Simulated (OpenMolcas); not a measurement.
Ag4+: the spin-orbit constant, worked from levels

```
Program             : OpenMolcas
Basis               : ANO-R2 [7s5p4d2f1g]
Scalar Hamiltonian  : X2C, finite nucleus
Active space        : 7 electrons in 10 orbitals (4d 5d)
State averaging     : 2S+1 = 4 even, 10 roots; 2S+1 = 2 even, 40 roots
Spin-orbit coupling : RASSI with atomic mean-field integrals over the reference wave functions, term energies averaged over their components
```

Methods: CASSCF; MS-CASPT2, IPEA 0.25 Eh, imaginary shift 0.1 Eh (closed shells correlated: 4s 4p). Measured levels: the list in Gamrath, thesis, University of Mons (2023).

**The spin-orbit constant.** For the Hund term 4F of d7, E(J) = (A/2) J(J+1) + constant and ζ = -2S·A = -3A. From J = 3/2 to J = 9/2 the energy changes by 10.5 A.

```
   Source  E(9/2) - E(3/2)       A     ζ
   CASSCF          -6863.1  -653.6  1961
MS-CASPT2          -6777.0  -645.4  1936
 measured          -7097.3  -675.9  2028
```

All in cm-1. MS-CASPT2 is off by -4.5 % and CASSCF by -3.3 %. Both methods take the spin-orbit matrix elements from the reference wave functions, so the second can move ζ only through the term energies and any multistate remixing. Second-order mixing with other terms is absorbed into this ζ.

Term energies are means over components that CASPT2 splits; among the terms shown or strongly mixed into the levels shown the widest spread is 710 cm-1 (4d7 4F, MS-CASPT2). Active for correlation alone: 5d; no level in the range computed is led by a configuration that fills it, so any true level of that kind is missing. Without dynamic correlation excited terms often stand tens of per cent too high (terms of higher spin than the ground term too low), and those without a measured partner can miss by more than the paired ones (holds for CASSCF). Computed and measured levels are paired by configuration, term and J; levels that our copy of the source lacks, or whose pairing is in doubt (as where it misses far off the trend of its configuration), stay unpaired and out of the deviations. Levels of configurations outside the active space are missing.
